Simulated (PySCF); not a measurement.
## Working out the ionisation energy of Sn⁺

Sn⁺ [Kr] 4d10 5s2 5p1 (2P) → Sn²⁺ [Kr] 4d10 5s2 (1S). Computed with PySCF 2.14 in x2c-SVPall, with the spin-free X2C one-electron Hamiltonian (Gaussian nucleus). Frozen: [Kr] 4d10. Energies in hartree (1 hartree = 27.21139 eV):

| part | Sn⁺ (lower) | Sn²⁺ (upper) |
| --- | --- | --- |
| UHF | -6172.835657 | -6172.330455 |
| CCSD correlation | -0.039037 | -0.032675 |
| (T) | -0.000334 | 0.000000 |

Problem. What does Hartree-Fock give?

Solution. (-6172.330455) − (-6172.835657) = 0.505202 hartree = 13.747 eV.

Problem. What do CCSD and CCSD(T) give?

Solution. The CCSD correlation energies differ by 0.006362 hartree = 0.173 eV and the triples by 0.000334 hartree = 0.009 eV, so CCSD gives 13.920 eV and CCSD(T) 13.929 eV.

Measured between the centres of the two terms (NIST): 14.282 eV, so CCSD(T) (valence) is off by -0.353 eV.

A double-zeta basis recovers only part of the correlation energy.

What remains against the reference includes basis incompleteness, the frozen core and higher excitations.
